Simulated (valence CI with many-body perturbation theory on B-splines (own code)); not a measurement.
Sn⁴³⁺: E2, M1, M2 decay

Computed by configuration interaction combined with many-body perturbation theory (CI+MBPT): five valence electrons over a frozen Dirac-Fock core [He], radial functions for each j: 11 s, 11 p, 10 d, 8 f, 5 g, 2 h, with the one-electron correlation potential Σ1 (screened to all orders), the two-electron term Σ2, the three-electron term Σ3, Breit, model QED; selected single and double excitations, second order for the rest, scaled by the run's own slope (own B-spline code, finite nucleus).

No measured spectrum was set against this ion. As an estimate, large intervals hold to a few tenths of a per cent, small ones and those within an open d or f shell to about a per cent. Among the levels kept, up to 7200 cm⁻¹ of a level comes from second order outside the variational space, and about a tenth of that is noise between levels of different J, which matters for small intervals.

Lines 1 to 50 of 72 in falling wavelength, among levels below 39730 × 10³ cm⁻¹, chosen from the decays that carry over 1 % of a level's rate. Wavelengths and rates use the calculated energies. Electric multipoles are in the length gauge, E1 and E2 with the static RPA response of the core. Weak lines are less certain than strong ones. Lines between different terms over intervals too small for the method are left out, as are lines whose strength nearly cancels.

Levels are named by their leading jj configuration (3d3/2^4 stands for four electrons in 3d with j = 3/2), which in mixed levels can hold well under half, so a name can repeat and another be missing. Letters in brackets count levels of one name in rising energy.

| λ vac (Å) | Upper | Lower | Type | A (s⁻¹) | Branch % |
| --- | --- | --- | --- | --- | --- |
| 55.08 | (2s^2 2p1/2 2p3/2^2) J=3/2 | (2s^2 2p1/2^2 2p3/2) J=3/2 | M1 | 1.19e+08 | 100.0 |
| 54.82 | (2s^2 2p3/2^3) J=3/2 | (2s^2 2p1/2 2p3/2^2) J=1/2 | M1 | 2.90e+07 | 11.6 |
| 50.83 | (2s^2 2p1/2 2p3/2^2) J=5/2 | (2s^2 2p1/2^2 2p3/2) J=3/2 | M1 | 2.05e+07 | 99.2 |
| 48.85 | (2s^2 2p3/2^3) J=3/2 | (2s^2 2p1/2 2p3/2^2) J=5/2 | M1 | 3.97e+07 | 15.9 |
| 45.66 | (2s^2 2p1/2 2p3/2^2) J=1/2 | (2s^2 2p1/2^2 2p3/2) J=3/2 | M1 | 8.47e+07 | 99.8 |
| 45.48 | (2s^2 2p3/2^3) J=3/2 | (2s^2 2p1/2 2p3/2^2) J=3/2 | M1 | 1.66e+08 | 66.3 |
| 3.402 | (2s^2 2p1/2 2p3/2 3d5/2) J=9/2 | (2s 2p1/2 2p3/2^3) J=5/2 | E2 | 4.57e+08 | 2.9 |
| 3.191 | (2s^2 2p3/2^2 3d5/2) J=9/2 | (2s 2p1/2 2p3/2^3) J=5/2 | E2 | 5.94e+08 | 3.7 |
| 3.179 | (2s 2p1/2 2p3/2^2 3p1/2) J=7/2 | (2s 2p1/2 2p3/2^3) J=5/2 | E2 | 9.77e+10 | 1.8 |
| 3.178 | (2s^2 2p1/2 2p3/2 3p1/2) J=3/2 [a] | (2s^2 2p1/2 2p3/2^2) J=1/2 | E2 | 2.31e+10 | 9.2 |
| 3.169 | (2s^2 2p1/2 2p3/2 3p1/2) J=5/2 | (2s^2 2p1/2 2p3/2^2) J=1/2 | E2 | 4.04e+10 | 11.9 |
| 3.160 | (2s^2 2p1/2 2p3/2 3p1/2) J=1/2 | (2s^2 2p1/2 2p3/2^2) J=5/2 | E2 | 5.14e+10 | 18.6 |
| 3.151 | (2s^2 2p1/2 2p3/2 3p1/2) J=3/2 [b] | (2s^2 2p1/2 2p3/2^2) J=1/2 | E2 | 1.56e+10 | 1.2 |
| 3.148 | (2s^2 2p1/2^2 3p1/2) J=1/2 | (2s^2 2p1/2^2 2p3/2) J=3/2 | E2 | 2.25e+11 | 64.4 |
| 3.147 | (2s^2 2p3/2^2 3p1/2) J=3/2 | (2s^2 2p3/2^3) J=3/2 | E2 | 4.77e+10 | 4.0 |
| 3.146 | (2s^2 2p1/2 2p3/2 3p1/2) J=5/2 | (2s^2 2p1/2 2p3/2^2) J=5/2 | E2 | 1.30e+11 | 38.2 |
| 3.144 | (2s^2 2p1/2 2p3/2 3p1/2) J=1/2 | (2s^2 2p1/2 2p3/2^2) J=3/2 | E2 | 7.58e+10 | 27.4 |
| 3.144 | (2s^2 2p3/2^2 3p1/2) J=5/2 | (2s^2 2p3/2^3) J=3/2 | E2 | 1.53e+11 | 31.3 |
| 3.140 | (2s^2 2p1/2 2p3/2 3p1/2) J=3/2 [a] | (2s^2 2p1/2 2p3/2^2) J=3/2 | E2 | 1.44e+11 | 57.1 |
| 3.131 | (2s^2 2p1/2 2p3/2 3p1/2) J=5/2 | (2s^2 2p1/2 2p3/2^2) J=3/2 | E2 | 3.19e+10 | 9.4 |
| 3.129 | (2s^2 2p1/2 2p3/2 3p1/2) J=3/2 [b] | (2s^2 2p1/2 2p3/2^2) J=5/2 | E2 | 1.28e+11 | 10.2 |
| 3.126 | (2s 2p1/2 2p3/2^2 3p3/2) J=9/2 | (2s 2p1/2 2p3/2^3) J=5/2 | E2 | 3.11e+10 | 10.5 |
| 3.118 | (2s^2 2p3/2^2 3p1/2) J=1/2 | (2s^2 2p3/2^3) J=3/2 | E2 | 1.50e+11 | 16.3 |
| 3.117 | (2s^2 2p1/2 2p3/2 3p3/2) J=3/2 [a] | (2s^2 2p1/2 2p3/2^2) J=1/2 | E2 | 9.06e+09 | 2.0 |
| 3.108 | (2s 2p1/2^2 2p3/2 3p3/2) J=7/2 | (2s 2p1/2^2 2p3/2^2) J=5/2 | E2 | 6.31e+10 | 5.1 |
| 3.104 | (2s^2 2p1/2 2p3/2 3p3/2) J=5/2 [a] | (2s^2 2p1/2 2p3/2^2) J=5/2 | E2 | 1.54e+10 | 1.2 |
| 3.102 | (2s^2 2p3/2^2 3p3/2) J=7/2 | (2s^2 2p3/2^3) J=3/2 | E2 | 3.66e+10 | 2.1 |
| 3.101 | (2s^2 2p1/2 2p3/2 3p3/2) J=5/2 [b] | (2s^2 2p1/2 2p3/2^2) J=1/2 | E2 | 4.31e+10 | 1.0 |
| 3.100 | (2s^2 2p1/2 2p3/2 3p3/2) J=1/2 [a] | (2s^2 2p1/2 2p3/2^2) J=5/2 | E2 | 1.89e+10 | 4.1 |
| 3.100 | (2s 2p1/2^2 2p3/2 3p3/2) J=1/2 [b] | (2s 2p1/2^2 2p3/2^2) J=3/2 | E2 | 1.18e+11 | 3.1 |
| 3.099 | (2s^2 2p3/2^2 3p3/2) J=1/2 | (2s^2 2p3/2^3) J=3/2 | E2 | 1.25e+10 | 2.6 |
| 3.096 | (2s^2 2p1/2 2p3/2 3p3/2) J=3/2 [a] | (2s^2 2p1/2 2p3/2^2) J=5/2 | E2 | 4.23e+10 | 9.4 |
| 3.091 | (2s^2 2p1/2 2p3/2 3p3/2) J=7/2 | (2s^2 2p1/2 2p3/2^2) J=5/2 | E2 | 7.50e+10 | 24.2 |
| 3.090 | (2s^2 2p1/2 2p3/2 3p3/2) J=5/2 [a] | (2s^2 2p1/2 2p3/2^2) J=3/2 | E2 | 6.24e+10 | 5.0 |
| 3.087 | (2s^2 2p1/2^2 3p3/2) J=3/2 | (2s^2 2p1/2^2 2p3/2) J=3/2 | E2 | 1.14e+11 | 29.7 |
| 3.085 | (2s^2 2p1/2 2p3/2 3p3/2) J=1/2 [a] | (2s^2 2p1/2 2p3/2^2) J=3/2 | E2 | 7.60e+10 | 16.5 |
| 3.081 | (2s^2 2p1/2 2p3/2 3p3/2) J=3/2 [a] | (2s^2 2p1/2 2p3/2^2) J=3/2 | E2 | 2.89e+10 | 6.4 |
| 3.076 | (2s^2 2p1/2 2p3/2 3p3/2) J=7/2 | (2s^2 2p1/2 2p3/2^2) J=3/2 | E2 | 8.70e+09 | 2.8 |
| 3.076 | (2s^2 2p3/2^2 3p3/2) J=3/2 [a] | (2s^2 2p3/2^3) J=3/2 | E2 | 1.35e+11 | 2.8 |
| 3.070 | (2s^2 2p1/2 2p3/2 3p3/2) J=1/2 [b] | (2s^2 2p1/2 2p3/2^2) J=5/2 | E2 | 1.62e+11 | 5.7 |
| 3.055 | (2s^2 2p1/2 2p3/2 3p3/2) J=1/2 [b] | (2s^2 2p1/2 2p3/2^2) J=3/2 | E2 | 7.94e+10 | 2.8 |
| 3.052 | (2s 2p1/2^2 2p3/2 3p3/2) J=1/2 [b] | (2s 2p1/2^2 2p3/2^2) J=5/2 | E2 | 4.31e+10 | 1.1 |
| 3.047 | (2s 2p1/2^2 2p3/2 3d5/2) J=9/2 | (2s 2p1/2^2 2p3/2^2) J=5/2 | M2 | 2.84e+09 | 13.1 |
| 3.027 | (2s^2 2p1/2 2p3/2 3d5/2) J=9/2 | (2s^2 2p1/2 2p3/2^2) J=5/2 | M2 | 2.73e+09 | 17.2 |
| 2.980 | (2s^2 2p3/2^2 3d5/2) J=9/2 | (2s 2p1/2^2 2p3/2^2) J=5/2 | E2 | 1.42e+09 | 8.7 |
| 2.926 | (2s^2 2p1/2 2p3/2 3p3/2) J=5/2 [a] | (2s^2 2p1/2^2 2p3/2) J=3/2 | E2 | 2.45e+10 | 1.9 |
| 2.923 | (2s 2p1/2 2p3/2^2 3p3/2) J=9/2 | (2s 2p1/2^2 2p3/2^2) J=5/2 | E2 | 1.24e+11 | 41.7 |
| 2.922 | (2s^2 2p1/2 2p3/2 3p3/2) J=1/2 [a] | (2s^2 2p1/2^2 2p3/2) J=3/2 | E2 | 4.21e+10 | 9.1 |
| 2.920 | (2s 2p1/2^2 2p3/2 3d5/2) J=9/2 | (2s^2 2p1/2 2p3/2^2) J=5/2 | E2 | 1.06e+09 | 4.9 |
| 2.918 | (2s^2 2p1/2 2p3/2 3p3/2) J=3/2 [a] | (2s^2 2p1/2^2 2p3/2) J=3/2 | E2 | 9.45e+10 | 21.1 |
